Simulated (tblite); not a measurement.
Species: C6H10NP.
SMILES with atom numbers: `[CH3:1][P:2]([CH3:3])[n:4]1[cH:5][cH:6][cH:7][cH:8]1` (hydrogens: H9, H10, H11 on C1; H12, H13, H14 on C3; H15 on C5; H16 on C6; H17 on C7; H18 on C8)

Structure used (GFN2-xTB), in Å, numbered top down from 1:
```
atom  x, y, z in Å
C1    -1.6739    1.3619   -0.8084
P2    -1.0983    0.6232    0.7920
C3    -1.9408   -1.0206    0.6298
N4     0.5012    0.1616    0.3251
C5     1.5997    0.4894    1.0765
C6     2.7173   -0.0013    0.4726
C7     2.2923   -0.6609   -0.7028
C8     0.9362   -0.5443   -0.7650
H9    -2.7290    1.6113   -0.7143
H10   -1.5384    0.6760   -1.6427
H11   -1.1168    2.2775   -0.9980
H12   -3.0079   -0.8791    0.7902
H13   -1.7788   -1.4634   -0.3514
H14   -1.5604   -1.6919    1.3975
H15    1.4842    1.0501    1.9842
H16    3.7281    0.0928    0.8187
H17    2.9202   -1.1606   -1.4150
H18    0.2564   -0.9153   -1.5072
```

Computed values, GFN2-xTB/tblite, gas phase, harmonic and unscaled. Errors from tens to a few hundred cm⁻¹ against measured bands are possible. One conformer, not necessarily the lowest.

Harmonic wavenumbers (cm⁻¹): 42.4, 94.5, 149.2, 171.3, 182.4, 252.3, 271.1, 344.3, 464.9, 573.6, 579.0, 700.7, 725.8, 756.8, 772.2, 815.6, 820.5, 835.7, 840.1, 844.6, 878.2, 919.8, 932.2, 1062.3, 1082.0, 1093.1, 1191.5, 1228.5, 1316.5, 1318.9, 1338.5, 1406.2, 1432.2, 1443.0, 1447.7, 1454.9, 1459.2, 1563.4, 2997.4, 3001.6, 3014.5, 3018.8, 3019.4, 3021.2, 3144.3, 3146.6, 3156.8, 3167.0.

A = 3596, B = 1166, C = 1140 MHz; mass 127.055 u (most abundant isotopes); point group Cs, symmetry number 1.

Task: What is the zero-point energy?

Result: Half the sum of the wavenumbers: 31746 cm⁻¹ = 379.77 kJ/mol.

Task: What is S at 400 K and 1 bar for an ideal gas of classical rigid rotors and harmonic oscillators?

Result: Translation 175.38, rotation 123.33, vibration 145.69: S = 444.4 J/(mol K).

Task: And Cp and H(400 K) − H(0)?

Result: Cp = 191.76 J/(mol K), of which vibrations give 158.50 (their classical limit is 48 R = 399.1); H(400 K) − H(0) = 44.26 kJ/mol without the zero-point energy, 30.95 from vibrations.

Task: Which modes carry the vibrational entropy at 400 K?

Result: 42.4 cm⁻¹: 23.96; 94.5 cm⁻¹: 17.33; 149.2 cm⁻¹: 13.59; 171.3 cm⁻¹: 12.47; 182.4 cm⁻¹: 11.97; 252.3 cm⁻¹: 9.40 J/(mol K); the other 42 give 56.98 together.

Task: Blend soft modes into free rotors: weight 1/[1 + (100 cm⁻¹/ν̃)⁴] for the oscillator and the rest for a rotor with moment μB/(μ + B), μ = h/(8π²ν), B = 10⁻⁴⁴ kg m². What vibrational entropy results?

Result: 135.91 J/(mol K) in place of 145.69, which changes −T·S at 400 K by +3.91 kJ/mol.

Hindered rotation and anharmonicity are outside this model. Other conformers, if any are populated, would add a mixing term that is left out.
